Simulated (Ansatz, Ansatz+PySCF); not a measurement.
```xyz
2

P     0.0000    0.0000   -0.4358
N     0.0000    0.0000    0.9338
```

Basis set: def2-SVP (spherical functions). Correlated methods keep 6 orbitals frozen. Charge 0, multiplicity 1.

Computed with Ansatz (development build ahead of 0.2.0); each method stands on the lowest determinant of its kind that the runs found. Restricted open shells among the atoms or ions are ROHF, correlated in semicanonical orbitals with singles.

The atomization energy at this shape (free ground-state atoms in the same class of orbitals less the molecule, no zero-point energy) of singlet PN:

| method | atomization energy |
| --- | --- |
| RHF-CCSD(T) | 430.3 kJ/mol |
| RHF-CCSD | 400.7 kJ/mol |
| RHF-MP2 | 464.8 kJ/mol |
| UHF-MP2 | 450.2 kJ/mol |
| RHF | 110.1 kJ/mol |

What does UHF give?

100.6 kJ/mol. Caution: the shape is not the minimum. Caution for UHF-MP2: another reference gives a lower total.
